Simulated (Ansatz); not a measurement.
Born–Oppenheimer molecular dynamics of BClFH3S (7 atoms, charge 0, multiplicity 1). It starts at the highest image of a converged band. Of that band: Neighbouring images differ by up to 1.5 eV, so the band resolves the path poorly. A vibrational analysis at the climbing image gives one clearly imaginary mode, 1194i cm⁻¹: a first-order saddle point.

Theory: RKS BHLYP-D4/def2-SVP (Ansatz 0.2.0).

```json
{
  "ensemble": "NVE (velocity Verlet)",
  "time step": "0.5 fs",
  "steps asked": "200",
  "starting velocities drawn for": "300 K",
  "seed": "10976"
}
```

Frames 0.5 fs apart, positions in Å.

Velocities at 70 fs (Å/ps):

```
B -12.26 13.06 11.74
H -8.63 45.81 72.12
F 0.94 -5.20 -2.56
Cl 0.50 -0.65 -2.32
S 4.31 -5.53 -3.76
H -16.16 12.86 -10.35
H -16.06 97.81 61.75
```

```xyz
7
Properties=species:S:1:pos:R:3 time_fs=70 energy_less_start_eV=-1.340 T=2371
B -0.076 -0.519 -0.181
H -0.844 3.302 4.773
F 1.013 0.219 -0.270
Cl -1.557 0.006 -0.892
S 0.342 -2.335 0.157
H -0.758 -2.903 -0.286
H -1.117 3.914 5.154
7
Properties=species:S:1:pos:R:3 time_fs=70.5 energy_less_start_eV=-1.290 T=2296
B -0.082 -0.513 -0.176
H -0.848 3.325 4.810
F 1.014 0.216 -0.271
Cl -1.557 0.006 -0.893
S 0.344 -2.338 0.155
H -0.767 -2.896 -0.292
H -1.124 3.963 5.184
7
Properties=species:S:1:pos:R:3 time_fs=71 energy_less_start_eV=-1.238 T=2216
B -0.087 -0.507 -0.170
H -0.854 3.351 4.848
F 1.014 0.214 -0.272
Cl -1.556 0.006 -0.894
S 0.347 -2.340 0.153
H -0.777 -2.890 -0.297
H -1.131 4.009 5.213
7
Properties=species:S:1:pos:R:3 time_fs=71.5 energy_less_start_eV=-1.193 T=2147
B -0.092 -0.502 -0.165
H -0.861 3.380 4.887
F 1.014 0.211 -0.273
Cl -1.556 0.005 -0.895
S 0.349 -2.343 0.151
H -0.788 -2.884 -0.302
H -1.137 4.051 5.241
7
Properties=species:S:1:pos:R:3 time_fs=72 energy_less_start_eV=-1.160 T=2096
B -0.097 -0.497 -0.160
H -0.869 3.412 4.928
F 1.014 0.209 -0.274
Cl -1.556 0.005 -0.896
S 0.351 -2.345 0.150
H -0.800 -2.878 -0.307
H -1.141 4.091 5.266
7
Properties=species:S:1:pos:R:3 time_fs=72.5 energy_less_start_eV=-1.138 T=2062
B -0.101 -0.493 -0.155
H -0.879 3.448 4.971
F 1.014 0.206 -0.275
Cl -1.556 0.005 -0.897
S 0.353 -2.347 0.148
H -0.811 -2.871 -0.312
H -1.143 4.127 5.290
7
Properties=species:S:1:pos:R:3 time_fs=73 energy_less_start_eV=-1.121 T=2034
B -0.104 -0.490 -0.151
H -0.889 3.486 5.016
F 1.014 0.204 -0.276
Cl -1.556 0.005 -0.898
S 0.355 -2.349 0.146
H -0.822 -2.864 -0.316
H -1.145 4.160 5.313
7
Properties=species:S:1:pos:R:3 time_fs=73.5 energy_less_start_eV=-1.100 T=2002
B -0.107 -0.487 -0.146
H -0.901 3.527 5.061
F 1.014 0.202 -0.276
Cl -1.556 0.005 -0.899
S 0.357 -2.351 0.144
H -0.831 -2.856 -0.319
H -1.146 4.192 5.335
7
Properties=species:S:1:pos:R:3 time_fs=74 energy_less_start_eV=-1.069 T=1954
B -0.109 -0.485 -0.142
H -0.912 3.568 5.106
F 1.014 0.200 -0.277
Cl -1.556 0.005 -0.901
S 0.358 -2.353 0.142
H -0.839 -2.848 -0.320
H -1.147 4.223 5.356
7
Properties=species:S:1:pos:R:3 time_fs=74.5 energy_less_start_eV=-1.031 T=1896
B -0.111 -0.484 -0.139
H -0.924 3.607 5.151
F 1.013 0.198 -0.277
Cl -1.557 0.005 -0.902
S 0.360 -2.355 0.140
H -0.845 -2.839 -0.321
H -1.148 4.255 5.378
7
Properties=species:S:1:pos:R:3 time_fs=75 energy_less_start_eV=-0.998 T=1846
B -0.112 -0.483 -0.135
H -0.934 3.644 5.195
F 1.013 0.196 -0.278
Cl -1.557 0.005 -0.903
S 0.361 -2.356 0.139
H -0.849 -2.829 -0.321
H -1.150 4.290 5.401
7
Properties=species:S:1:pos:R:3 time_fs=75.5 energy_less_start_eV=-0.985 T=1827
B -0.112 -0.483 -0.132
H -0.943 3.678 5.238
F 1.012 0.194 -0.278
Cl -1.557 0.005 -0.904
S 0.363 -2.358 0.137
H -0.851 -2.819 -0.319
H -1.153 4.328 5.426
```

Of the whole run (100 fs, mean temperature of the second half 2338 K): The conserved energy stayed within 0.22 meV per atom of its start (net change -0.11 meV per atom), so the integration is sound. The kinetic energy rose, since the run started high on the potential surface and went downhill. It ends in pieces (BClFHS + H2), so much of that is their flight and rotation, not heat. A run of 0.1 ps of so small a system gives no equilibrium averages. The orbitals stay closed-shell, which can raise the energy where a bond breaks towards radicals; this wasn't checked here.

Run time: 8.8 min on 1 thread of Arm Neoverse V1 (shared host), peak memory 0.17 GiB.
